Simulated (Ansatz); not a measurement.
Steps of a relaxation of CH6AlFGe (`[F][AlH][CH2][GeH3]`) with RKS PBE-D4/def2-SVP.

```sh
$ ansatz run in.yaml --threads 4 --pin off --events-out ev --progress --plain --max-ram 10444MiB
```

```yaml
crystal:
  periodic: [false, false, false]
  atoms:
    - {symbol: F, position_ang: [-1.473000, 0.766200, 2.745900]}
    - {symbol: Al, position_ang: [-1.441500, 0.368000, 0.989200]}
    - {symbol: C, position_ang: [0.148000, 0.829700, -0.088900]}
    - {symbol: Ge, position_ang: [1.051700, -0.792600, -0.774100]}
    - {symbol: H, position_ang: [-2.649700, -0.410200, 0.282000]}
    - {symbol: H, position_ang: [-0.106300, 1.504000, -0.920400]}
    - {symbol: H, position_ang: [0.941100, 1.353500, 0.576000]}
    - {symbol: H, position_ang: [-0.010300, -1.517900, -1.679200]}
    - {symbol: H, position_ang: [1.385300, -1.707300, 0.451200]}
    - {symbol: H, position_ang: [2.237800, -0.444600, -1.578700]}
basis:
  gaussian: {orbitals: def2-SVP}
hamiltonian: {xc: pbe, dispersion: d4}
relax: {f_tol: 0.03, max_steps: 200}
```

Positions (Å) and forces (eV/Å) along the path, 13 of 13 steps:

```xyz
10
step=1 energy=-66939.5869 eV
F    -1.473    0.766    2.746   -0.034   -0.608   -2.420
Al   -1.442    0.368    0.989    0.327    0.585    1.731
C     0.148    0.830   -0.089    0.973    0.312    1.615
Ge    1.052   -0.793   -0.774   -1.744   -0.368    0.613
H    -2.650   -0.410    0.282   -0.059    0.065    0.307
H    -0.106    1.504   -0.920   -0.058    0.145   -0.294
H     0.941    1.353    0.576   -0.977   -0.417   -0.769
H    -0.010   -1.518   -1.679    0.304   -0.035    0.129
H     1.385   -1.707    0.451    0.064    0.074   -0.216
H     2.238   -0.445   -1.579    1.204    0.248   -0.697
10
step=2 energy=-66939.8347 eV
F    -1.484    0.697    2.679    0.060   -0.226   -1.446
Al   -1.435    0.394    0.960    0.010    0.190    1.370
C     0.176    0.863   -0.050    0.073    0.098    0.339
Ge    1.007   -0.784   -0.777   -0.191   -0.136    0.234
H    -2.710   -0.374    0.375    0.065    0.087    0.012
H    -0.084    1.507   -0.914   -0.031    0.058   -0.092
H     0.917    1.424    0.587   -0.291   -0.339   -0.303
H     0.028   -1.597   -1.683    0.015    0.177    0.075
H     1.396   -1.715    0.407    0.012    0.003    0.009
H     2.273   -0.468   -1.579    0.278    0.088   -0.198
10
step=3 energy=-66939.8977 eV
F    -1.484    0.730    2.628    0.044   -0.076   -0.250
Al   -1.435    0.372    0.972   -0.100    0.150    0.317
C     0.162    0.843   -0.040   -0.102   -0.152   -0.177
Ge    1.022   -0.784   -0.770    0.154    0.028   -0.037
H    -2.744   -0.346    0.410    0.060    0.008   -0.034
H    -0.100    1.492   -0.906   -0.002   -0.045    0.028
H     0.900    1.382    0.581    0.077    0.066    0.096
H     0.030   -1.556   -1.682   -0.016    0.018   -0.010
H     1.423   -1.726    0.400   -0.007   -0.007    0.017
H     2.309   -0.458   -1.589   -0.108    0.010    0.051
10
step=4 energy=-66939.9012 eV
F    -1.458    0.717    2.631   -0.003   -0.056   -0.170
Al   -1.446    0.380    0.973    0.006    0.105    0.252
C     0.156    0.821   -0.042   -0.155    0.147   -0.067
Ge    1.025   -0.781   -0.765    0.190   -0.206   -0.086
H    -2.762   -0.305    0.401   -0.006   -0.004   -0.027
H    -0.110    1.467   -0.909    0.000   -0.037    0.022
H     0.893    1.371    0.575    0.025    0.034    0.068
H     0.044   -1.564   -1.679   -0.015    0.016   -0.021
H     1.436   -1.724    0.399    0.003   -0.009    0.022
H     2.305   -0.434   -1.580   -0.045    0.010    0.008
10
step=5 energy=-66939.9049 eV
F    -1.446    0.688    2.637   -0.013    0.019    0.017
Al   -1.453    0.402    0.977    0.047   -0.078    0.019
C     0.148    0.824   -0.047   -0.054    0.037   -0.043
Ge    1.034   -0.789   -0.761    0.027   -0.039   -0.021
H    -2.763   -0.291    0.397   -0.027    0.035   -0.013
H    -0.115    1.463   -0.920    0.016   -0.027   -0.002
H     0.882    1.379    0.571    0.034    0.043    0.038
H     0.047   -1.560   -1.680    0.002   -0.012   -0.009
H     1.441   -1.730    0.409   -0.002    0.012   -0.010
H     2.307   -0.436   -1.581   -0.030    0.010    0.025
10
step=6 energy=-66939.9080 eV
F    -1.425    0.631    2.650    0.005   -0.010    0.004
Al   -1.453    0.393    0.983    0.009    0.021   -0.041
C     0.141    0.821   -0.054   -0.018   -0.003    0.012
Ge    1.041   -0.793   -0.756    0.010    0.003    0.009
H    -2.802   -0.210    0.387    0.003    0.009    0.011
H    -0.126    1.443   -0.937   -0.018   -0.019    0.006
H     0.873    1.391    0.555    0.008   -0.007    0.006
H     0.064   -1.583   -1.669    0.003   -0.003   -0.003
H     1.463   -1.720    0.419   -0.003    0.005   -0.002
H     2.307   -0.423   -1.576    0.001    0.003   -0.003
10
step=7 energy=-66939.9093 eV
F    -1.397    0.570    2.660   -0.001   -0.018   -0.028
Al   -1.459    0.395    0.985   -0.029    0.023   -0.049
C     0.132    0.814   -0.061    0.004    0.016    0.032
Ge    1.050   -0.796   -0.749   -0.002   -0.004    0.014
H    -2.842   -0.130    0.381    0.050    0.017    0.042
H    -0.141    1.422   -0.952   -0.023   -0.009    0.012
H     0.862    1.399    0.539   -0.016   -0.031   -0.013
H     0.084   -1.603   -1.660    0.004    0.002    0.001
H     1.483   -1.711    0.430   -0.002    0.004    0.003
H     2.310   -0.411   -1.569    0.015    0.000   -0.013
10
step=8 energy=-66939.9101 eV
F    -1.377    0.525    2.662   -0.007   -0.014   -0.046
Al   -1.463    0.399    0.983   -0.045    0.000   -0.020
C     0.126    0.811   -0.067    0.003    0.018    0.011
Ge    1.055   -0.796   -0.745    0.001   -0.005    0.012
H    -2.867   -0.079    0.383    0.067    0.024    0.045
H    -0.151    1.411   -0.962   -0.012   -0.003    0.013
H     0.855    1.402    0.529   -0.017   -0.025   -0.012
H     0.099   -1.616   -1.654    0.002    0.004    0.004
H     1.493   -1.701    0.440   -0.001    0.002    0.002
H     2.314   -0.407   -1.566    0.009   -0.001   -0.009
10
step=9 energy=-66939.9108 eV
F    -1.360    0.482    2.660   -0.011   -0.009   -0.074
Al   -1.467    0.402    0.978   -0.030   -0.011    0.045
C     0.120    0.809   -0.074    0.012    0.006   -0.001
Ge    1.062   -0.797   -0.740   -0.015    0.007    0.001
H    -2.886   -0.031    0.388    0.045    0.017    0.028
H    -0.162    1.404   -0.970    0.004   -0.003    0.006
H     0.847    1.403    0.520   -0.012   -0.005   -0.006
H     0.110   -1.626   -1.646    0.004   -0.004    0.003
H     1.503   -1.692    0.452    0.000    0.005   -0.003
H     2.318   -0.404   -1.564    0.003   -0.003    0.001
10
step=10 energy=-66939.9110 eV
F    -1.352    0.452    2.657   -0.009    0.000   -0.083
Al   -1.469    0.405    0.975   -0.006   -0.026    0.078
C     0.118    0.811   -0.078    0.003   -0.003   -0.015
Ge    1.062   -0.797   -0.739   -0.004    0.009    0.016
H    -2.893   -0.008    0.390    0.014    0.013    0.008
H    -0.164    1.405   -0.974    0.007    0.001    0.002
H     0.843    1.405    0.517    0.001   -0.001   -0.005
H     0.114   -1.636   -1.640   -0.001    0.004    0.003
H     1.507   -1.682    0.459   -0.002    0.002   -0.002
H     2.318   -0.407   -1.564   -0.003    0.002   -0.002
10
step=11 energy=-66939.9111 eV
F    -1.344    0.420    2.654   -0.002   -0.013   -0.099
Al   -1.469    0.397    0.971   -0.003    0.035    0.114
C     0.115    0.809   -0.082    0.005   -0.026   -0.015
Ge    1.067   -0.797   -0.736    0.001    0.015    0.004
H    -2.907    0.033    0.393   -0.006   -0.013   -0.008
H    -0.169    1.401   -0.980    0.003   -0.001   -0.001
H     0.837    1.406    0.513    0.006    0.006    0.005
H     0.120   -1.645   -1.629   -0.001   -0.001    0.002
H     1.517   -1.671    0.467    0.001    0.001   -0.004
H     2.318   -0.405   -1.568   -0.004   -0.003    0.003
10
step=12 energy=-66939.9114 eV
F    -1.341    0.407    2.651   -0.004   -0.001   -0.078
Al   -1.470    0.402    0.969    0.008   -0.001    0.088
C     0.115    0.812   -0.084    0.003   -0.005    0.000
Ge    1.066   -0.796   -0.732   -0.008    0.004   -0.005
H    -2.905    0.032    0.390   -0.009    0.000   -0.007
H    -0.166    1.403   -0.983    0.003   -0.002   -0.002
H     0.838    1.409    0.511    0.004    0.008    0.004
H     0.115   -1.645   -1.621    0.001   -0.005   -0.001
H     1.516   -1.669    0.471    0.002    0.004   -0.002
H     2.315   -0.407   -1.569   -0.001   -0.002    0.003
10
step=13 energy=-66939.9114 eV
F    -1.349    0.394    2.652    0.002   -0.002    0.010
Al   -1.470    0.402    0.973    0.024    0.011   -0.016
C     0.116    0.814   -0.079    0.009   -0.026   -0.029
Ge    1.065   -0.796   -0.731   -0.012    0.017    0.011
H    -2.901    0.044    0.378   -0.023   -0.006   -0.001
H    -0.168    1.399   -0.981    0.001    0.001    0.014
H     0.845    1.413    0.507   -0.003    0.007    0.012
H     0.111   -1.651   -1.610   -0.002   -0.002    0.000
H     1.528   -1.664    0.471    0.002    0.001    0.000
H     2.307   -0.406   -1.578    0.001   -0.001   -0.001
```

It took 18 s on 4 threads of an Arm Neoverse V1 on a shared host, with 0.16 GiB of host memory at the peak.
